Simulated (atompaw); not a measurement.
**H: one change to a PAW (atompaw) potential, before and after**

* Element: H (Z = 1)
* Generator: atompaw 4.2.0.5
* Type: PAW
* Functional: PBE
* Relativity: scalar-relativistic
* Frozen core: none
* Valence charge: 1
* Reference configuration: 1s1
* Partial waves: 1s (bound): rc 1.35 bohr; 1s channel at 4.45 Ry: rc 1.30 bohr; 2p channel at 0.2 Ry: rc 1.35 bohr
* Local potential: bessel scheme, radius 1.20 bohr
* Core correction: none
* Augmentation charge: gaussian compensation charge, radius 1.25 bohr; PAW radius 1.35 bohr; waves and projectors: custom polynom2 7 10 vanderbiltortho

Change: augmentation gaussian compensation charge, radius 1.25 bohr; PAW radius 1.35 bohr; waves and projectors: custom rrkj gramschmidtortho.

Cutoffs: the cutoffs (Ry, on a coarse ladder) from which the occupation-weighted sum of valence levels, in a spherical-Bessel basis at the reference potential, stays within 10 and 1 mRy of its value at 400 Ry; they do not see the model core or the augmentation charge, which bear on the density cutoff.

**Question.** What does the change do?

**Answer.** The potential gets harder (10 Ry and 18 Ry → 12 Ry and 21 Ry); neither file shows a bound ghost.

| quantity | base | changed |
| --- | --- | --- |
| cutoff, loose | 10 Ry | 12 Ry |
| cutoff, tight | 18 Ry | 21 Ry |
| bound ghosts | none | none |
| s: phases at 1.35 bohr within 0.05 rad from the reference energy up to (Ry; the scan ends near 5) | to the end of the scan | to the end of the scan |
| p: phases at 1.35 bohr within 0.05 rad from the reference energy up to (Ry; the scan ends near 5) | to the end of the scan | to the end of the scan |
| lowest overlap eigenvalue by channel | s 0.94, p 1.00 | s 0.68, p 0.96 |

 The cutoffs see the waves, projectors and local potential, not the compensation charge or the core.
